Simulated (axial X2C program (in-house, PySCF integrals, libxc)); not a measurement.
# Nuclear properties of AsSe⁻

Computed with an axial X2C code built on PySCF integrals: two-component X2C with atomic mean-field Coulomb and Gaunt terms, Gaussian nuclei, basis Se dyall-acv3z, As dyall-acv3z with contracted cores.

R = 2.255 Å (near the PBE0 minimum at charge -1 of the determinant lowest at the starting distance; the state shown can have its own minimum elsewhere).

Determinant lowest in the PBE0 search, Ω = 1 (⟨Sz⟩ = 1.00, ⟨Lz⟩ = 0.00 at PBE0), spin on the atoms Se 0.22, As 0.78:

```json
{"level": "PBE0", "Eeff magnitude (GV/cm)": "0.218", "Ws magnitude Se (kHz)": "0.034", "Ws magnitude As (kHz)": "0.119", "A∥/gI Se (MHz)": "-151", "qzz Se (a.u.)": "2.73", "A∥/gI As (MHz)": "-365", "qzz As (a.u.)": "0.47"}
{"level": "HF", "Eeff magnitude (GV/cm)": "0.599", "Ws magnitude Se (kHz)": "0.0952", "Ws magnitude As (kHz)": "0.337", "A∥/gI Se (MHz)": "-50.3", "qzz Se (a.u.)": "3.60", "A∥/gI As (MHz)": "-284", "qzz As (a.u.)": "-0.29"}
{"level": "BHandHLYP", "Eeff magnitude (GV/cm)": "0.172", "Ws magnitude Se (kHz)": "0.0549", "Ws magnitude As (kHz)": "0.119", "A∥/gI Se (MHz)": "-110", "qzz Se (a.u.)": "2.90", "A∥/gI As (MHz)": "-297", "qzz As (a.u.)": "0.43"}
{"level": "PBE50", "Eeff magnitude (GV/cm)": "0.286", "Ws magnitude Se (kHz)": "0.0577", "Ws magnitude As (kHz)": "0.17", "A∥/gI Se (MHz)": "-117", "qzz Se (a.u.)": "3.03", "A∥/gI As (MHz)": "-344", "qzz As (a.u.)": "0.28"}
{"level": "PBE", "Eeff magnitude (GV/cm)": "0.156", "Ws magnitude Se (kHz)": "0.0128", "Ws magnitude As (kHz)": "0.0732", "A∥/gI Se (MHz)": "-179", "qzz Se (a.u.)": "2.47", "A∥/gI As (MHz)": "-368", "qzz As (a.u.)": "0.64"}
```

Determinant 0.42 eV from it at PBE0 and this distance, Ω = 0 (closed shell), highest spinor 52% As p, 23% Se p, 11% Se d:

| level | qzz Se (a.u.) | qzz As (a.u.) |
| --- | --- | --- |
| PBE0 | 2.37 | 0.81 |
| HF | 2.97 | 0.03 |
| BHandHLYP | 2.59 | 0.63 |
| PBE50 | 2.60 | 0.62 |
| PBE | 2.18 | 0.96 |

Eeff is the effective electric field on the electron electric dipole moment in this Ω state and Ws the scalar–pseudoscalar constant of the nucleus named (defined with the proton number Z and per Ω); A∥ (defined per Ω) follows by multiplying with gI = μI/(I μN); qzz is the electric field gradient, eQq0 = 234.96 MHz × Q/barn × qzz. The operators were transformed with the bare-nucleus X2C matrices; with these basis sets, hyperfine constants and field gradients can be off by tens of per cent, and where levels differ in sign neither size nor sign is settled.

With gI(75As) = 0.9597 (g factors from the IAEA table of nuclear moments by Stone), turn the PBE0 values of the first state into constants in MHz.

A∥(75As) = -365 × 0.9597 = -350 MHz.

Each state is one determinant with collinear spin, which with several unpaired electrons need not be a pure state. Unrestricted Hartree–Fock can overshoot spin polarisation at the nuclei. For an anion, determinants above electron detachment, or with a positive highest level, are held by the basis set. A closed determinant beside an open π² or δ² triplet, such as (π1/2)², mixes with its partner pair into the 0⁺ component of the triplet and ¹Σ⁺, so its energy is not that of a level, and 0⁺ can lie lowest. With several open shells hyperfine constants can be off by a factor of several. Where Eeff spreads by more than a factor of two the levels disagree and none is to be relied on. Open-shell Ω = 0 determinants with evenly filled partner blocks cannot be reached by this program, so the Ω shown need not be the lowest component. States lie within half an eV, so the first need not be the ground state. Further determinants of the search, some of them spin-mixed, are not shown. Where a field gradient or hyperfine factor spreads by more than a factor of two over the levels, a constant derived from it is not to be relied on. PBE0 term energies can be off by some tenths of an eV.
